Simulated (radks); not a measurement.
Spherical quantum dot in the effective-mass picture: electrons in a parabolic well V = omega^2 r^2 / 2 with omega = 0.367, with a point charge +1 (a donor) at the centre, all in effective atomic units (hartree* = m*/eps^2 hartree, bohr* = eps/m* bohr), one dielectric constant everywhere. Calculated with a radial shooting solver with Libxc functionals: non-relativistic Kohn-Sham, LDA (Slater exchange, Perdew-Wang correlation), spin-polarised, spherical densities. Levels are named by radial order and angular momentum (1s, 1p, 1d, 2s, ...), and open shells are averaged over m.

N = 16, configuration 1s2 1p6 1d(up 5, down 1) 2s2. This is the lowest configuration that the search found. Occupied and some empty levels:

level    occupation  eigenvalue (hartree*)  <r> (bohr*)
1s up             1                 4.2660        2.346
1s down           1                 4.2837        2.237
1p up             3                 4.4714        3.639
1p down           3                 4.5041        3.623
2s up             1                 4.5792        3.272
2s down           1                 4.6016        3.356
1d up             5                 4.6440        4.108
1d down           1                 4.6781        4.119
1f up             0                 4.8387        4.461
1f down           0                 4.8717        4.484
2p up             0                 4.9162        3.818
2p down           0                 4.9370        3.826
1g up             0                 5.0541        4.761
1g down           0                 5.0848        4.790

Energy (hartree*): total 42.1971, kinetic 4.8535, external 9.9209, Hartree 31.643, exchange-correlation -4.2204.

Electron density:

r (bohr*)  n(r) (e/bohr*^3)
0.538                0.2066
1.12                0.07853
1.69                0.04038
2.27                0.03253
2.85                0.03338
3.42                0.03251
4.00                0.02624
4.58                0.01660
5.16               0.007954
5.74               0.002841
6.31              0.0007501
6.89              0.0001462
7.47             0.00002122
